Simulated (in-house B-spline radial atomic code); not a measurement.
Radial electron density of W¹⁵⁺, [Kr] 4d10 4f11 5s2. Method: Dirac-Hartree-Fock, average of configuration, Fermi nucleus of rms radius 5.3658 fm. Calculated with a radial B-spline atomic code at the basis-set limit.

Columns: r (bohr), 4πr²n(r) (electrons per bohr), bar.

```
0.000602    3.525 #
0.000735    4.846 ##
0.000898    6.638 ##
  0.0011    9.075 ###
 0.00134    12.22 ####
 0.00164    16.43 #####
   0.002    21.77 #######
 0.00244    28.51 #########
 0.00298    36.85 ############
 0.00365    46.96 ###############
 0.00445    58.25 ###################
 0.00544     70.6 #######################
 0.00665    82.92 ###########################
 0.00812    93.76 ###############################
 0.00992    101.6 #################################
  0.0121    104.9 ##################################
  0.0148    103.4 ##################################
  0.0181    98.28 ################################
  0.0221    93.37 ###############################
   0.027    93.49 ###############################
   0.033    102.1 #################################
  0.0403    117.5 ######################################
  0.0492    131.7 ###########################################
  0.0601    134.7 ############################################
  0.0734    123.3 ########################################
  0.0896    108.4 ###################################
    0.11      106 ###################################
   0.134    117.7 ######################################
   0.163    123.6 ########################################
     0.2    104.8 ##################################
   0.244    74.94 ########################
   0.298    62.26 ####################
   0.364    70.03 #######################
   0.445    72.84 ########################
   0.543     56.9 ###################
   0.663    33.58 ###########
    0.81    16.37 #####
    0.99     7.11 ##
    1.21    2.541 #
    1.48   0.6072 
     1.8  0.08557 
     2.2 0.005434 
    2.69 0.0001343 
    3.29 1.058e-06
```

On this grid the curve has 4 maxima, near 0.0121, 0.0601, 0.163, 0.445 bohr.

The 4f7/2 radial function P(r) = rR(r), positive near the nucleus, with its small component Q(r) (sign convention: Q ≈ (P' + κP/r)/2c):

```csv
r (bohr),P,Q
0.0221,0.001553,-9.765e-05
0.033,0.006345,-0.0003872
0.0492,0.02379,-0.001394
0.0734,0.08005,-0.00444
0.11,0.2344,-0.01211
0.163,0.5483,-0.02592
0.244,1.019,-0.04296
0.364,1.381,-0.05085
0.543,1.294,-0.04055
0.81,0.7854,-0.02085
1.21,0.2608,-0.006085
1.8,0.03481,-0.0007492
```
